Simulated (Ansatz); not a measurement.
C2H5FOSi can be A, `C=C(F)[SiH2]O`, or B, `FC1CO[SiH2]1`.

Gas-phase electronic energies from Ansatz, PBE0-D4/def2-TZVP geometries. CBS: MP2 limit from def2 TZ/QZ plus the TZ coupled-cluster correction, frozen cores. Functionals use def2-TZVPP. B3LYP here is the variant with VWN-RPA as its local correlation; programs differ in this. Each species was taken in one conformer, which may not be the lowest.

A:

Z-matrix (Å, degrees):
```
Si
O 1 1.644
C 1 1.878 2 109.9
H 1 1.480 2 106.7 3 -119.4
H 1 1.487 2 112.2 3 119.7
H 2 0.958 1 117.7 3 -75.1
F 3 1.355 1 113.9 2 172.9
C 3 1.323 1 126.7 2 -6.8
H 8 1.082 3 119.1 1 -1.2
H 8 1.084 3 122.0 1 179.6
```

B:

Z-matrix (Å, degrees):
```
C
C 1 1.541
Si 1 2.291 2 55.4
O 1 1.445 2 101.7 3 4.8
H 1 1.094 2 110.5 3 -113.0
H 1 1.093 2 114.4 3 122.8
F 2 1.381 1 113.3 3 117.9
H 2 1.092 1 113.6 3 -118.3
H 3 1.486 1 128.4 2 93.2
H 3 1.485 1 121.7 2 -94.8
```

Which is lower in electronic energy at CCSD(T)/CBS, and by how much? (Best estimate.)

Computed: A, by 73.0 kJ/mol.

Give E(B) − E(A) in kJ/mol with CCSD/def2-TZVPP, B3LYP, PBE0-D4, MP2/def2-TZVPP, ωB97M-V, HF/def2-TZVPP, r2SCAN-D4. (Best estimate.)

Computed: CCSD/def2-TZVPP 69.9, B3LYP 77.9, PBE0-D4 57.3, MP2/def2-TZVPP 69.5, ωB97M-V 65.7, HF/def2-TZVPP 79.8, r2SCAN-D4 69.8. None reverses the order clearly.

Largest T1 diagnostic: 0.012.

From PBE to PBE0 (25 % exact exchange), in def2-TZVPP and without D4, E(B) − E(A) moves by −5.9 kJ/mol. In def2-TZVPP, CCSD(T) changes the Hartree–Fock value by −8.9 kJ/mol (the triples alone add +1.0 kJ/mol) and MP2 by −10.3 kJ/mol.
